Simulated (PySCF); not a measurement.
# Titanium: a sound run and one with changed settings

Sound run: Ti [Ar] 3d2 4s2, Ti⁺ [Ar] 3d2 4s1. Computed with PySCF 2.14 in x2c-SVPall, with scalar relativity by spin-free X2C-1e. In the sound run the correlated levels freeze [Ar]. The sound run starts from symmetry-adapted Hartree-Fock orbitals and uses a fine grid where one is needed.

A second run was set up differently.

| species | method | sound run (hartree) | changed run (hartree) | converged |
| --- | --- | --- | --- | --- |
| Ti | MP2 | -852.63786 | -852.78553 | yes |
| Ti⁺ | MP2 | -852.40916 | -852.55026 | yes |

Ionisation energy of Ti:

| method | sound run (eV) | changed run (eV) |
| --- | --- | --- |
| UHF | 5.570 | 5.570 |
| MP2 | 6.223 | 6.402 |
| SCS-MP2 | 6.348 | 6.469 |

(1) What was changed?
A. basis contracted for another Hamiltonian
B. a valence shell is frozen
C. all electrons correlated in a valence basis
D. too few SCF iterations

Results:

(1) C. A valence basis has no tight correlating functions, so it recovers only part of the core correlation, and not evenly between atom and ion.
